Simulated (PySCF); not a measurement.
A GIAO shielding run with PySCF 2.14.0 with density-fitted response routines (density fitting, non-relativistic, gas phase) on SMILES Cl[C@@H]([SiH2]CCC)F, C$_{4}$H$_{10}$ClFSi:

```
$ OMP_NUM_THREADS=1 python probes_run.py task.json out

{"job": {"kind": "nmr", "xc": "PBE0", "basis": "pcSseg-1"}, "charge": 0, "multiplicity": 1}
C     -2.703790     0.421655     0.366665
C     -1.527041    -0.236249    -0.344049
C     -0.191328     0.174237     0.274339
Si     1.290683    -0.598305    -0.618711
C      2.890135    -0.041661     0.313568
F      3.996365    -0.573709    -0.285109
Cl     3.025147     1.735706     0.236913
H     -3.644704     0.113482    -0.082795
H     -2.718510     0.143221     1.418198
H     -2.631011     1.504921     0.299771
H     -1.631290    -1.321602    -0.292732
H     -1.539456     0.042096    -1.399200
H     -0.113183     1.263660     0.252169
H     -0.191715    -0.111157     1.329365
H      1.439791    -0.126581    -1.994524
H      1.289651    -2.063853    -0.555437
H      2.953257    -0.313831     1.370582
```

Hardware: 1 thread of an Arm Neoverse N1, shared host. The job also computes population analyses, field gradients.

Problem. How large is the calculation?

Solution. 74 electrons, 183 basis functions and 995 auxiliary functions.

Problem. How long does it take, and how much memory does it need?

Solution. 64 s of wall time, with 12 SCF cycles and 4 response iterations; peak memory 0.82 GiB. Times on a shared host scatter by some tens of per cent.
